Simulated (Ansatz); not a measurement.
A structure relaxed at PBE-D4/def2-SVP in Ansatz, charge 0, singlet:

```tsv
atom	x (Å)	y (Å)	z (Å)
Ge1	0.856	-0.869	0.218
Ge2	-1.225	0.923	-1.534
Ge3	-1.092	-0.009	2.404
O4	-1.988	-0.661	-1.457
O5	-0.040	-1.268	1.749
O6	0.502	-1.526	-1.284
O7	-2.031	0.125	3.745
O8	-0.876	1.372	1.195
O9	2.484	-0.460	0.900
O10	3.231	0.116	-0.219
O11	-0.055	0.960	0.045
H12	-2.252	2.017	-1.207
H13	-1.194	-1.287	-1.513
H14	3.860	-0.616	-0.404
H15	-0.181	1.183	-2.638
```

**Question.** Give its formula.

**Answer.** the cluster Ge3O8H4.

**Question.** Summarise the bond lengths by kind (pairs closer than 1.2 times the sum of covalent radii, bridged metal pairs left out).

**Answer.** 9 × Ge–O 1.64 to 2.05 Å; 2 × O–O 1.46 to 1.47 Å; 2 × H–O 0.98 to 1.01 Å; 2 × Ge–H 1.54 Å.

The structure holds 2 bonds between oxygen atoms, so isomers without such links may lie far lower. Another isomer (singlet) lies 3.86 eV lower at PBE0-D4/def2-TZVP; other spin states weren't run for this one.
